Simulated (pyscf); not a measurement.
## H₂B–CH=O (SMILES BC=O), singlet

Gas-phase minimum from PySCF at ωB97X-D3(BJ)/def2-SVP, one conformer. H₂B–CH=O lies 78.8 kcal/mol over its isomer H₃C–B=O, and others may lie lower still (electronic energy, ωB97M-D3(BJ)). 

SMILES: BC=O
```xyz
6

B      0.4343    -0.4661    -0.2022
C      0.1932     1.0844    -0.1862
O     -0.9360     1.2545    -0.6137
H      0.8329    -0.9839    -1.2154
H      0.0703    -1.1229     0.7409
H      0.8326     1.9481     0.1235
```
Charge 0, spin multiplicity 1.

Bonded distances (Å): B1–C2 1.569, B1–H4 1.206, B1–H5 1.206, C2–O3 1.219, C2–H6 1.118. Bond angles (°): C2–B1–H4 118.9, C2–B1–H5 118.9, H4–B1–H5 121.6, B1–C2–O3 106.1, B1–C2–H6 132.7, O3–C2–H6 121.2.

Properties at ωB97X-D3(BJ)/def2-SVP:

Harmonic wavenumbers, unscaled: 115, 317, 639, 918, 1030, 1034, 1200, 1407, 1800, 2613, 2720, 2961 cm⁻¹
Zero-point energy: 24.0 kcal/mol
Rotational symmetry number: 1
Entropy of this conformer at 298 K and 1 atm, rigid rotor and harmonic oscillator, modes under 100 cm⁻¹ raised to 100: 267.4 J/(mol K)
Dipole moment: 2.23 D

Single-point totals, which compare only within one level (frozen core for MP2 and CC):

```json
[
 {"level": "ωB97X-D3(BJ)/def2-TZVP", "total energy (hartree)": "-140.03089"},
 {"level": "PBE/def2-TZVP", "total energy (hartree)": "-139.80482"},
 {"level": "r²SCAN/def2-TZVP", "total energy (hartree)": "-139.89797"},
 {"level": "B3LYP-D3(BJ)/def2-TZVP", "total energy (hartree)": "-139.99517"},
 {"level": "PBE0-D3(BJ)/def2-TZVP", "total energy (hartree)": "-139.81216"},
 {"level": "M06-2X/def2-TZVP", "total energy (hartree)": "-139.91793"},
 {"level": "ωB97M-D3(BJ)/def2-TZVP", "total energy (hartree)": "-140.01631"},
 {"level": "HF/def2-TZVPP", "total energy (hartree)": "-139.16513"},
 {"level": "MP2/def2-TZVPP", "total energy (hartree)": "-139.65146"},
 {"level": "CCSD/def2-TZVPP", "total energy (hartree)": "-139.67308"},
 {"level": "CCSD(T)/def2-TZVPP", "total energy (hartree)": "-139.69442"}
]
```

Soft torsions are taken as harmonic, which can shift the entropy by several J/(mol K). The CCSD(T) − MP2 part came from Ansatz, without density fitting, on the same reference.
